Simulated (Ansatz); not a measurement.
Consider the redistribution: `C#[C][SnH2][C]#C` + `[CH3][Sn]([F])([F])[F]` → `C#[C][SnH2][CH3]` + `C#[C][Sn]([F])([F])[F]`.

Gas-phase electronic energies from Ansatz, PBE0-D4/def2-TZVP geometries. CBS: MP2 limit from def2 TZ/QZ plus the TZ coupled-cluster correction, frozen cores. Functionals use def2-TZVPP. HSE06 is defined as in plane-wave codes. def2 core potentials past Kr. For Sn outer-core shells are correlated without core-valence functions, which leaves a few kJ/mol of doubt a bond.

```json
{"level": "HSE06-D4", "ΔE (kJ/mol)": "32.5", "difference from CCSD(T)/CBS": "1.8"}
{"level": "revPBE", "ΔE (kJ/mol)": "33.7", "difference from CCSD(T)/CBS": "3.0"}
{"level": "r2SCAN", "ΔE (kJ/mol)": "32.9", "difference from CCSD(T)/CBS": "2.2"}
{"level": "r2SCANh", "ΔE (kJ/mol)": "32.7", "difference from CCSD(T)/CBS": "2.0"}
{"level": "HSE06", "ΔE (kJ/mol)": "32.7", "difference from CCSD(T)/CBS": "2.0"}
{"level": "CAM-B3LYP", "ΔE (kJ/mol)": "33.8", "difference from CCSD(T)/CBS": "3.1"}
{"level": "LC-ωPBE", "ΔE (kJ/mol)": "31.8", "difference from CCSD(T)/CBS": "1.1"}
{"level": "HF/def2-SVP", "ΔE (kJ/mol)": "32.9", "difference from CCSD(T)/CBS": "2.2"}
{"level": "CCSD/def2-SVP", "ΔE (kJ/mol)": "28.4", "difference from CCSD(T)/CBS": "-2.3"}
{"level": "MP2/def2-TZVPP", "ΔE (kJ/mol)": "31.2", "difference from CCSD(T)/CBS": "0.5"}
{"level": "CCSD(T)/CBS", "ΔE (kJ/mol)": "30.7", "difference from CCSD(T)/CBS": "0"}
```

(1) What do rigid-rotor, harmonic-oscillator terms from PBE0-D4/def2-TZVP frequencies (298.15 K, 1 bar) make of the CCSD(T)/CBS value? (An estimate is asked.)

Largest T1 diagnostic among the species: 0.015.

Results:

(1) Ansatz gave: ΔZPE = -0.4 kJ/mol, ΔH = +30.1 kJ/mol, ΔS = -4 J/(mol·K), ΔG = +31.4 kJ/mol. Modes under 50 cm⁻¹ make the entropy rough.

Leaving LDA and LC-ωPBE aside and taking each functional with its dispersion term where it has one, the values, not all of them listed here, spread over 4.3 kJ/mol, from B97M-V to BLYP-D4.
